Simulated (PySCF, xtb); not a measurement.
CH6BNO, SMILES CB(N)O. Other conformers were not sampled.

Harmonic wavenumbers (cm⁻¹) from GFN2-xTB in xtb at its own minimum, in rising order: 38, 309, 371, 410, 432, 535, 550, 752, 830, 878, 886, 976, 1238, 1372, 1395, 1506, 1510, 1528, 3014, 3024, 3048, 3519, 3569, 3660.

Question: What does PySCF 2.14.0 with PBE0-D3(BJ)/def2-SVP give at its own minimum? (The exact figures need the calculation; the answer reports its results.)

Answer: 87, 330, 394, 408, 446, 482, 611, 767, 834, 901, 909, 1021, 1273, 1386, 1410, 1443, 1465, 1602, 3047, 3129, 3154, 3651, 3769, 3949. Paired by order, the mean absolute difference is 60 cm⁻¹ and the zero-point energies are 50.5 and 52.1 kcal/mol.
